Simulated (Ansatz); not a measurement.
Geometry optimisation, Ansatz, RKS PBE/def2-SVP.

The input (input.yaml):

```yaml
crystal:
  periodic: [false, false, false]
  atoms:
    - { symbol: C, position_ang: [0.7851, 1.2939, -1.0794] }
    - { symbol: O, position_ang: [1.5084, 0.249, -0.6918] }
    - { symbol: Mg, position_ang: [0.2458, -0.8605, 0.4107] }
    - { symbol: "N", position_ang: [-0.9315, -2.0084, 1.5808] }
    - { symbol: H, position_ang: [1.35, 2.0094, -1.7393] }
    - { symbol: H, position_ang: [0.3796, 1.9045, -0.1975] }
    - { symbol: H, position_ang: [-0.1078, 0.9792, -1.6713] }
    - { symbol: H, position_ang: [-1.7909, -2.2284, 0.9771] }
    - { symbol: H, position_ang: [-1.3501, -1.385, 2.3937] }
basis:
  gaussian: { orbitals: def2-SVP }
hamiltonian:
  xc: pbe
relax:
  f_tol: 0.015
  max_steps: 40
```

Run as:

```bash
$ ansatz run input.yaml --threads 1 --pin off --max-ram 2048MiB --backend cpu --events-out ev --progress --plain --runs-dir out
```

Where does it end, and by what steps?

The run converged. The force dipped under the threshold on the way, but the program's further checks kept it going. After 13 steps the energy has fallen by 0.920 eV; O2 moved furthest, 1.25 Å. Parted: C1–Mg3.

```
step  energy less start (eV)  largest force component (eV/Å)  accepted
   0                  0.0000                           3.415       yes
   1                 -0.4694                           1.314       yes
   2                 -0.6461                           1.142       yes
   3                 -0.7912                           0.371       yes
   4                 -0.8586                           0.226       yes
   5                 -0.8957                           0.129       yes
   6                 -0.9128                           0.187       yes
   7                 -0.9001                           0.666        no
   8                 -0.9184                           0.023       yes
   9                 -0.9179                           0.204        no
  10                 -0.9196                           0.012       yes
  11                 -0.9201                           0.040       yes
  12                 -0.9197                           0.089        no
  13                 -0.9203                           0.005       yes
```

```xyz
9
Properties=species:S:1:pos:R:3
C 0.835 1.571 -1.275
O 0.322 0.571 -0.472
Mg -0.357 -0.715 0.569
N -1.076 -2.079 1.673
H 1.915 1.410 -1.519
H 0.766 2.580 -0.796
H 0.298 1.649 -2.254
H -1.544 -2.933 1.358
H -1.071 -2.099 2.697
```

The run took 44 s on 1 thread of Arm Neoverse V1, on a shared host, peak memory 0.14 GiB.
